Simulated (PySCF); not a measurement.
From one molecule to another.

First species: C6H8O2.
Geometry (PBE0-D3(BJ)/def2-SVP, Å), atoms numbered from 1 in this order:
```xyz
16
C6H8O2 angstrom
C     -1.3469    1.3803    0.4047
C     -1.1756    0.0808    0.1490
C     -2.1846   -0.7824   -0.5446
C      0.0806   -0.6309    0.5400
C      1.1137   -0.8904   -0.5721
C      1.9857    0.0123    0.2814
O      3.0854    0.4535    0.2524
O      1.0372    0.2009    1.2385
H     -2.2637    1.8966    0.1084
H     -0.5782    1.9547    0.9258
H     -2.4946   -1.6228    0.0993
H     -3.0819   -0.2113   -0.8178
H     -1.7678   -1.2270   -1.4645
H     -0.1474   -1.5226    1.1485
H      0.8711   -0.4776   -1.5610
H      1.4936   -1.9163   -0.6711
```

Second species: thioformamide, CH₃NS.
SMILES: `NC=S`

Levels: wB97X-D/def2-SVPD for dipole moment, HOMO energy, LUMO energy, HOMO–LUMO gap, static isotropic polarisability and electronic spatial extent ⟨r²⟩ about the centre of nuclear charge; TDDFT wB97X-D/def2-SVPD for lowest singlet excitation; PBE0-D3(BJ)/def2-SVP for rotational constant A and rotational constant C. Geometries: PBE0-D3(BJ)/def2-SVP. All species are isolated and taken at one optimised geometry, non-relativistic unless stated; the electronic structure was computed with PySCF and density fitting.

Dipoles, sizes and rotational constants follow the conformer. The torsions of the flexible species, by atom-mapped SMILES:
- `[CH2:1]=[C:2]([CH3:3])[C@H:4]1[CH2:5][C:6](=[O:7])[O:8]1`: C1–C2–C4–C5 -101°
- `[NH2:1][CH:2]=[S:3]`: H–N1–C2–S3 1°, H–N1–C2–S3 179°

| property | column X | column Y |
| --- | --- | --- |
| dipole moment | 4.68 D | 4.58 D |
| HOMO energy | -9.51 eV | -8.18 eV |
| LUMO energy | 1.63 eV | 0.61 eV |
| HOMO–LUMO gap | 11.14 eV | 8.79 eV |
| lowest singlet excitation | 6.01 eV | 3.40 eV |
| static isotropic polarisability | 75.7 au | 46.3 au |
| electronic spatial extent ⟨r²⟩ about the centre of nuclear charge | 1020 bohr² | 240 bohr² |
| rotational constant A | 4.818 GHz | 62.452 GHz |
| rotational constant C | 1.192 GHz | 5.551 GHz |

(1) Which column belongs to which species?

(2) How does each property change from the first species to the second?

## Answers

(1) Column X is the first species and column Y the second. The first has 16 atoms and 60 electrons, the second 6 and 32.

(2) dipole moment -0.10 D; HOMO energy +1.33 eV; LUMO energy -1.02 eV; HOMO–LUMO gap -2.35 eV; lowest singlet excitation -2.61 eV; static isotropic polarisability -29.4 au; electronic spatial extent ⟨r²⟩ about the centre of nuclear charge -780 bohr²; rotational constant A +57.634 GHz; rotational constant C +4.359 GHz.

On the first: The dipole matches unit charges of opposite sign 0.97 Å apart (1 e·Å = 4.8032 D).

On the second: S1 lies 5.39 eV below the HOMO–LUMO gap; its leading configuration is HOMO→LUMO, weight 0.99. The polarisability is 6.87 Å³ as a volume (1 au = 0.148185 Å³), or 1.45 au for each of the 32 electrons.
